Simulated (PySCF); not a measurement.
SMILES C[SiH2]O[SiH2]C (GFN2-xTB optimised geometry):

```
15

Si    -1.693    -0.155     0.000
C     -2.350    -1.051    -1.538
O     -0.071    -0.155     0.000
Si     1.491    -0.368    -0.379
C      1.648    -1.144    -2.103
H     -2.085    -0.850     1.228
H     -2.086     1.256     0.000
H     -2.011    -0.572    -2.453
H     -2.015    -2.085    -1.569
H     -3.435    -1.058    -1.554
H      2.086     0.970    -0.340
H      2.031    -1.256     0.653
H      1.155    -2.112    -2.150
H      2.689    -1.293    -2.372
H      1.200    -0.512    -2.865
```

Computed with PBE0/def2-TZVP (PySCF 2.14.0).

**Question.** What are the frontier orbital energies and the dipole moment?

**Answer.** HOMO-2 -9.15 eV, HOMO-1 -8.27 eV, HOMO -8.20 eV, LUMO 0.52 eV, LUMO+1 0.87 eV; dipole moment 1.36 D.

On the same geometry PBE/def2-TZVP run with PySCF gives HOMO-2 -7.82 eV, HOMO-1 -6.86 eV, HOMO -6.83 eV, LUMO -0.35 eV, LUMO+1 0.11 eV; dipole moment 1.38 D.

Meta-Löwdin charges at PBE0/def2-TZVP: Si1 0.90, C2 -0.62, O3 -0.85, Si4 0.90, C5 -0.62, H6 -0.13, H7 -0.13, H8 0.13, H9 0.13, H10 0.14, H11 -0.13, H12 -0.13, H13 0.13, H14 0.14, H15 0.13.
